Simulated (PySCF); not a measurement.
## Electronic structure of I⁺ (iodine, charge +1) at the B97-3 level

Configuration: [Kr] 4d10 5s2 5p3 5d1, high-spin 5D determinant (an excited configuration). Computed with PySCF 2.14 in x2c-TZVPPall with one added diffuse shell each of s, p, d, f type (9s7p5d3f, 76 functions), with the spin-free X2C one-electron Hamiltonian (Gaussian nucleus).

```
Total energy                                                  : -7114.41 hartree
One-electron energy                                           : -9727.95 hartree
Hartree (Coulomb) energy                                      : 2796.03 hartree
Exchange-correlation energy                                   : -182.48 hartree
⟨S²⟩                                                          : 6.0008
⟨L²⟩                                                          : 6.015
Sum of ⟨r⟩                                                    : 36.08 bohr
Sum of ⟨r²⟩                                                   : 60.14 bohr²
Traceless quadrupole moment −½Σ⟨3z² − r²⟩ along its main axis : 4.88 e·bohr²
Langevin diamagnetic susceptibility                           : -47.6 ×10⁻⁶ cm³/mol
```

```json
{"shell": "1s α", "electrons": "1", "mean orbital energy (hartree)": "-1214.14059", "spread (hartree)": "0", "rms radius, mean of both spins (bohr)": "0.0311"}
{"shell": "1s β", "electrons": "1", "mean orbital energy (hartree)": "-1214.13563", "spread (hartree)": "0", "rms radius, mean of both spins (bohr)": "0.0311"}
{"shell": "2s α", "electrons": "1", "mean orbital energy (hartree)": "-189.05461", "spread (hartree)": "0", "rms radius, mean of both spins (bohr)": "0.127"}
{"shell": "2s β", "electrons": "1", "mean orbital energy (hartree)": "-189.05172", "spread (hartree)": "0", "rms radius, mean of both spins (bohr)": "0.127"}
{"shell": "2p α", "electrons": "3", "mean orbital energy (hartree)": "-169.78999", "spread (hartree)": "0.00058", "rms radius, mean of both spins (bohr)": "0.113"}
{"shell": "2p β", "electrons": "3", "mean orbital energy (hartree)": "-169.78484", "spread (hartree)": "0.00121", "rms radius, mean of both spins (bohr)": "0.113"}
{"shell": "3s α", "electrons": "1", "mean orbital energy (hartree)": "-38.97671", "spread (hartree)": "0", "rms radius, mean of both spins (bohr)": "0.335"}
{"shell": "3s β", "electrons": "1", "mean orbital energy (hartree)": "-38.97146", "spread (hartree)": "0", "rms radius, mean of both spins (bohr)": "0.335"}
{"shell": "3p α", "electrons": "3", "mean orbital energy (hartree)": "-32.68251", "spread (hartree)": "0.00185", "rms radius, mean of both spins (bohr)": "0.335"}
{"shell": "3p β", "electrons": "3", "mean orbital energy (hartree)": "-32.67580", "spread (hartree)": "0.00227", "rms radius, mean of both spins (bohr)": "0.335"}
{"shell": "3d α", "electrons": "5", "mean orbital energy (hartree)": "-23.20349", "spread (hartree)": "0.00172", "rms radius, mean of both spins (bohr)": "0.313"}
{"shell": "3d β", "electrons": "5", "mean orbital energy (hartree)": "-23.19880", "spread (hartree)": "0.00254", "rms radius, mean of both spins (bohr)": "0.313"}
{"shell": "4s α", "electrons": "1", "mean orbital energy (hartree)": "-7.41405", "spread (hartree)": "0", "rms radius, mean of both spins (bohr)": "0.787"}
{"shell": "4s β", "electrons": "1", "mean orbital energy (hartree)": "-7.40072", "spread (hartree)": "0", "rms radius, mean of both spins (bohr)": "0.787"}
{"shell": "4p α", "electrons": "3", "mean orbital energy (hartree)": "-5.41172", "spread (hartree)": "0.00364", "rms radius, mean of both spins (bohr)": "0.845"}
{"shell": "4p β", "electrons": "3", "mean orbital energy (hartree)": "-5.39730", "spread (hartree)": "0.00525", "rms radius, mean of both spins (bohr)": "0.845"}
{"shell": "4d α", "electrons": "5", "mean orbital energy (hartree)": "-2.45184", "spread (hartree)": "0.00468", "rms radius, mean of both spins (bohr)": "0.992"}
{"shell": "4d β", "electrons": "5", "mean orbital energy (hartree)": "-2.43577", "spread (hartree)": "0.00714", "rms radius, mean of both spins (bohr)": "0.992"}
{"shell": "5s α", "electrons": "1", "mean orbital energy (hartree)": "-1.17581", "spread (hartree)": "0", "rms radius, mean of both spins (bohr)": "2.03"}
{"shell": "5s β", "electrons": "1", "mean orbital energy (hartree)": "-1.03303", "spread (hartree)": "0", "rms radius, mean of both spins (bohr)": "2.03"}
{"shell": "5p α", "electrons": "3", "mean orbital energy (hartree)": "-0.72887", "spread (hartree)": "0.00378", "rms radius, mean of both spins (bohr)": "2.40"}
{"shell": "5d α", "electrons": "1", "mean orbital energy (hartree)": "-0.24351", "spread (hartree)": "0", "rms radius, mean of both spins (bohr)": "4.15"}
```

The outer electron is Rydberg-like, and this basis confines it to a smaller radius and binds it less than a complete one would.

Densities and radii are taken from the X2C orbitals without a picture-change correction, which distorts them close to the nucleus.
